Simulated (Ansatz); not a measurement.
Reaction (redistribution): `[Cl][Ga]([Cl])[SeH]` + `[F][Zr]([F])([F])[Br]` → `[F][Zr]([F])([F])[SeH]` + `[Cl][Ga]([Cl])[Br]`

Computed with Ansatz on PBE0-D4/def2-TZVP structures; ΔE is electronic, products minus reactants. CCSD(T)/CBS adds triple-zeta CCSD(T) − MP2 to the extrapolated MP2 energy (def2 sets, frozen cores). DFT in def2-TZVPP. def2 core potentials past Kr. For Br, Ga, Se, Zr outer-core shells are correlated without core-valence functions, which leaves a few kJ/mol of doubt a bond. Scalar relativity is left out up to krypton. One conformer a species, not always the lowest.

`[Cl][Ga]([Cl])[SeH]`:

Z-matrix (Å, degrees):
```
Ga
Cl 1 2.125
Se 1 2.299 2 120.0
Cl 1 2.127 2 117.8 3 180.0
H 3 1.470 1 90.8 2 -179.9
```

`[F][Zr]([F])([F])[Br]`:

```xyz
5

F     1.854   -0.336   -0.404
Zr    0.023    0.005   -0.109
F    -0.397    1.715   -0.783
F    -0.995   -1.284   -1.037
Br   -0.485   -0.101    2.333
```

`[F][Zr]([F])([F])[SeH]`:

Cartesian coordinates in Å:
```
F -1.453 0.331 1.399
Zr -0.418 0.390 -0.183
F -1.509 0.425 -1.721
F 0.684 1.922 -0.078
Se 1.043 -1.728 -0.351
H 1.653 -1.341 0.934
```

`[Cl][Ga]([Cl])[Br]`:

Cartesian coordinates in Å:
```
Cl 0.020 1.771 -1.181
Ga -0.012 0.024 0.009
Cl -0.959 0.080 1.899
Br 0.952 -1.876 -0.727
```

Question: Is it downhill or uphill in electronic energy at CCSD(T)/CBS, and by how much? (Best estimate.)

Answer: The calculation gave: Uphill: ΔE = +0.52 eV.

Question: What do these levels give: BLYP-D4, r2SCANh-D4, ωB97X-V, PBE, MP2/def2-TZVPP, CCSD(T)/def2-TZVPP? (Best estimate.)

Answer: The calculation gave: BLYP-D4 0.52, r2SCANh-D4 0.52, ωB97X-V 0.51, PBE 0.51, MP2/def2-TZVPP 0.51, CCSD(T)/def2-TZVPP 0.50 eV.

Question: What do rigid-rotor, harmonic-oscillator terms from PBE0-D4/def2-TZVP frequencies (298.15 K, 1 bar) make of the CCSD(T)/CBS value? (Best estimate.)

Answer: The calculation gave: ΔZPE = -0.03 eV, ΔH = +0.51 eV, ΔS = 17 J/(mol·K), ΔG = +0.46 eV.

Largest T1 diagnostic among the species: 0.016.

Leaving LDA and LC-ωPBE aside and taking each functional with its dispersion term where it has one, the values, not all of them listed here, spread over 0.02 eV, from PBE-QIDH to B97M-V.
